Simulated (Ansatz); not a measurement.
`[SiH3][Ge]([Cl])([Cl])[Cl]`. Total charge 0; spin multiplicity 1.

```tsv
atom	x (Å)	y (Å)	z (Å)
Si1	-0.997	0.873	0.010
Ge2	0.795	-0.697	-0.007
Cl3	2.703	0.273	-0.120
Cl4	0.813	-1.911	1.759
Cl5	0.670	-2.030	-1.681
H6	-0.911	1.651	-1.248
H7	-0.813	1.739	1.199
H8	-2.260	0.102	0.088
```

(1) What are the harmonic wavenumbers in cm⁻¹ at PBE0-D4/def2-TZVP (Ansatz, finite differences of forces, unscaled)? (An estimate is asked.)

(2) Is this a minimum?

(3) Give the ideal-gas thermochemistry at 298.15 K and 1 bar (rigid rotor, harmonic oscillator; point group C3v, symmetry number 3).

(4) And at 400, 500, 600, 800 and 1000 K?

Answers

(1) The calculation gave: 85, 85, 91, 144, 144, 164, 335, 430, 433, 433, 518, 518, 849, 928, 928, 2243, 2267, 2267.

(2) Yes, all 18 modes are real.

(3) Zero-point energy 76.9 kJ/mol; H(298) − E = 102.6 kJ/mol; entropy 394.2 J/(mol·K), of which translation 175.5, rotation 115.6, vibration 103.1; G(298) − E = -14.9 kJ/mol. Modes under 100 cm⁻¹ are hindered rotations or soft bends, so the harmonic entropy is rough.

(4) 
```json
{"T (K)": "400", "H − E (kJ/mol)": "115.7", "S (J/mol/K)": "432.0", "G − E (kJ/mol)": "-57.1"}
{"T (K)": "500", "H − E (kJ/mol)": "129.6", "S (J/mol/K)": "462.9", "G − E (kJ/mol)": "-101.8"}
{"T (K)": "600", "H − E (kJ/mol)": "144.2", "S (J/mol/K)": "489.4", "G − E (kJ/mol)": "-149.5"}
{"T (K)": "800", "H − E (kJ/mol)": "174.8", "S (J/mol/K)": "533.5", "G − E (kJ/mol)": "-251.9"}
{"T (K)": "1000", "H − E (kJ/mol)": "207.0", "S (J/mol/K)": "569.4", "G − E (kJ/mol)": "-362.3"}
```
